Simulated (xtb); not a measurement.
C5H8NO, doublet, geometry from GFN2-xTB; xtb 6.7.1 with GFN1-xTB.

xtb was given this input:
```
$ xtb mol.xyz --gfn 1 --uhf 1 --grad --json

# file mol.xyz
15

C      2.06888233     0.27271601    -0.16396691
N      0.72581799     0.26398930    -0.04869718
C     -0.07319759     1.47093508    -0.08537597
C     -1.49412677     0.96500721    -0.34589374
C     -1.48225820    -0.43381841     0.26481694
C     -0.03091949    -0.86591666     0.15995499
O      0.42114034    -1.99147519     0.25235738
H      2.58101234    -0.66448092    -0.09888963
H      2.57735037     1.19974183    -0.32614208
H      0.28939264     2.14734358    -0.86230780
H     -0.00600170     1.98531643     0.88125484
H     -2.24705897     1.61571689     0.09408095
H     -1.67571076     0.90227057    -1.41947156
H     -1.76399898    -0.41536987     1.32065721
H     -2.13511543    -1.14020171    -0.24437276
```

The log (banner, timings and long lists left out):

```
   ID    Z sym.   atoms
    1    6 C      1, 3-6
    2    7 N      2
    3    8 O      7
    4    1 H      8-15

           -------------------------------------------------
          |                Calculation Setup                |
           -------------------------------------------------

           -------------------------------------------------
          |                 G F N 1 - x T B                 |
           -------------------------------------------------

          ...................................................
          :                      SETUP                      :
          :.................................................:
          :  # basis functions                  44          :
          :  # atomic orbitals                  44          :
          :  # shells                           30          :
          :  # electrons                        39          :
          :  # halogen bonds                     0          :
          :  max. iterations                   250          :
          :  Hamiltonian                  GFN1-xTB          :
          :  restarted?                      false          :
          :  GBSA solvation                  false          :
          :  PC potential                    false          :
          :  electronic temp.          300.0000000     K    :
          :  accuracy                    1.0000000          :
          :  -> integral cutoff          0.2500000E+02      :
          :  -> integral neglect         0.1000000E-07      :
          :  -> SCF convergence          0.1000000E-05 Eh   :
          :  -> wf. convergence          0.2000000E-04 e    :
          :  Broyden damping             0.4000000          :
          :  net charge                          0          :
          :  unpaired electrons                  1          :
          ...................................................

 iter      E             dE          RMSdq      gap      omega  full diag
   1    -22.8769224 -0.228769E+02  0.847E+00    3.22       0.0  T
   2    -22.9783881 -0.101466E+00  0.505E+00    2.54       1.0  T
   3    -22.9726627  0.572537E-02  0.161E+00    3.13       1.0  T
   4    -22.9845106 -0.118479E-01  0.163E-01    2.71       1.0  T
   5    -22.9848114 -0.300760E-03  0.606E-02    2.78       1.0  T
   6    -22.9848574 -0.459873E-04  0.690E-03    2.76       3.7  T
   7    -22.9848579 -0.483225E-06  0.197E-03    2.76      13.1  T
[...]
         :: total energy             -22.726238923318 Eh    ::
[...]
     7O    -0.54134 -0.58350   1.726  4.815  0.000
     8H     0.06076  0.12857   0.939  0.000  0.000
     9H     0.02899  0.09310   0.971  0.000  0.000
    10H     0.04217  0.10665   0.958  0.000  0.000
    11H     0.04077  0.10532   0.959  0.000  0.000
    12H     0.03777  0.09297   0.962  0.000  0.000
    13H     0.03965  0.09682   0.960  0.000  0.000
    14H     0.05312  0.11095   0.947  0.000  0.000
    15H     0.05782  0.11529   0.942  0.000  0.000

Wiberg/Mayer (AO) data.
largest (>0.10) Wiberg bond orders for each atom

 ---------------------------------------------------------------------------
     #   Z sym  total        # sym  WBO       # sym  WBO       # sym  WBO
 ---------------------------------------------------------------------------
     1   6 C    3.496 --     2 N    1.296     9 H    0.987     8 H    0.979
                             6 C    0.112
     2   7 N    3.523 --     1 C    1.296     6 C    1.129     3 C    0.949
                             7 O    0.120
     3   6 C    3.959 --     4 C    1.002    10 H    0.977    11 H    0.973
                             2 N    0.949
     4   6 C    3.997 --     5 C    1.010     3 C    1.002    12 H    0.981
                            13 H    0.980
     5   6 C    3.996 --     4 C    1.010    15 H    0.970     6 C    0.966
                            14 H    0.960
     6   6 C    3.897 --     7 O    1.637     2 N    1.129     5 C    0.966
                             1 C    0.112
     7   8 O    1.936 --     6 C    1.637     2 N    0.120
     8   1 H    1.004 --     1 C    0.979
     9   1 H    1.002 --     1 C    0.987
    10   1 H    1.007 --     3 C    0.977
    11   1 H    1.005 --     3 C    0.973
    12   1 H    1.005 --     4 C    0.981
    13   1 H    1.004 --     4 C    0.980
    14   1 H    1.002 --     5 C    0.960
    15   1 H    1.004 --     5 C    0.970
 ---------------------------------------------------------------------------

Topologies differ in total number of bonds
Writing topology from bond orders to xtbtopo.mol

 dipole moment from electron density (au)
     X       Y       Z
  -0.6635   2.0828  -0.1561  total (Debye):    5.570

           -------------------------------------------------
          | TOTAL ENERGY              -22.726238923318 Eh   |
          | GRADIENT NORM               0.013839743888 Eh/α |
          | HOMO-LUMO GAP               2.758075462125 eV   |
           -------------------------------------------------

normal termination of xtb
```
